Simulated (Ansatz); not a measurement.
Cost and result for the atomization energy of C$_{3}$H$_{8}$Cl$_{3}$NSi (`CC(C)N[Si](Cl)(Cl)Cl`) (16 atoms, 15 bonds).

```xyz
16

C    -0.159    1.822    0.080
C     0.157    0.369    0.391
C     1.600    0.176    0.827
N    -0.161   -0.484   -0.749
Si   -1.267   -1.741   -0.743
Cl   -0.806   -3.187    0.625
Cl   -3.144   -1.112   -0.244
Cl   -1.292   -2.557   -2.604
H     0.044    2.460    0.943
H     0.459    2.177   -0.751
H    -1.207    1.938   -0.202
H    -0.494    0.047    1.213
H     1.793   -0.870    1.071
H     2.283    0.472    0.026
H     1.828    0.787    1.704
H     0.366   -0.296   -1.587
```

Total charge 0; spin multiplicity 1. All single points use the PBE0-D4/def2-TZVP geometry. It is one conformer, not always the lowest. Program: Ansatz. All runs use 3 threads of an AMD EPYC 7R13 on a shared host and a share of an NVIDIA H100 80 GB. Times are those of one run each, without the atoms' runs, and a repeat can differ threefold. Electronic energies, without spin–orbit coupling; frozen cores. CCSD(T)/CBS adds CCSD(T) − MP2 in def2-TZVPP to the MP2 limit, and its time is that of the two runs behind it. T1 = 0.009. B3LYP takes the VWN-RPA correlation (the form of Gaussian; ORCA's B3LYP/G).

CCSD(T)/CBS is a level of theory with its own doubt, some kJ/mol a heavy atom from the limit and from the frozen cores, so smaller differences don't rank the functionals.

| level | functions | wall time | atomization (kJ/mol) | difference from CCSD(T)/CBS | per bond |
| --- | --- | --- | --- | --- | --- |
| B2PLYP/def2-TZVPP | 404 | 8 s | 5985.6 | -92.2 | -6.2 |
| PBE-D4/def2-TZVPP (with forces) | 404 | 8.5 s | 6188.9 | 111.1 | 7.4 |
| r2SCAN-D4/def2-TZVPP (with forces) | 404 | 8.5 s | 6093.8 | 16.0 | 1.1 |
| PBE0-D4/def2-TZVPP | 404 | 9 s | 6112.3 | 34.5 | 2.3 |
| B3LYP-D4/def2-TZVPP (with forces) | 404 | 10 s | 6052.9 | -24.9 | -1.7 |
| ωB97X-V/def2-TZVPP | 404 | 11 s | 6101.4 | 23.6 | 1.6 |
| MP2/def2-QZVPP | 748 | 13 s | 6132.9 | 55.1 | 3.7 |
| ωB97M-V/def2-TZVPP (with forces) | 404 | 19 s | 6110.0 | 32.2 | 2.1 |
| CCSD(T)/def2-TZVPP | 404 | 46 s | 5906.5 | -171.3 | -11.4 |
| CCSD(T)/CBS(def2) | – | 59 s | 6077.8 | 0.0 | 0.0 |

In def2-TZVPP, CCSD(T) changes the Hartree–Fock value by +1427.1 kJ/mol (the triples alone add +93.6 kJ/mol) and MP2 by +1552.4 kJ/mol; breaking electron pairs costs correlation energy, which Hartree–Fock lacks. From PBE to PBE0 (25 % exact exchange), in def2-TZVPP and without D4, the atomization energy moves by −69.4 kJ/mol: exact exchange takes away binding that semilocal exchange gives to molecules. The D4 term adds +85.4 kJ/mol with B3LYP and +46.0 kJ/mol with PBE0; it sums over pairs of atoms, weighted by their polarisabilities, and B3LYP, whose exchange is more repulsive, gets the larger term.
